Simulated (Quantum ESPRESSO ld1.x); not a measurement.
Question: These are the eigenvalues of the occupied orbitals of an atom or ion with whole-number occupations (Ry). Calculated with ld1.x of Quantum ESPRESSO 7.5: non-relativistic Kohn-Sham, PW91, spin-unpolarised, spherical densities, point nucleus.

orbital  eigenvalue
1s         -357.609
2s         -40.9339
2p         -34.5306
3s         -6.26596
3p         -4.55348
3d         -1.91788
4s         -1.40876

Which element is it, and in what charge state? The configuration may be excited.

Answer: Z = 22, titanium, charge +2: Ti2+ in [Ne] 3s2 3p5 3d2 4s1. The list shows which subshells hold electrons but not how many an open one holds; the 1s level, -178.8 hartree, gives Z - s = 18.9 by -(Z - s)^2/2, which with screening narrows Z to a few neighbours, and the depths of the outer levels then fix element, charge and occupations together.
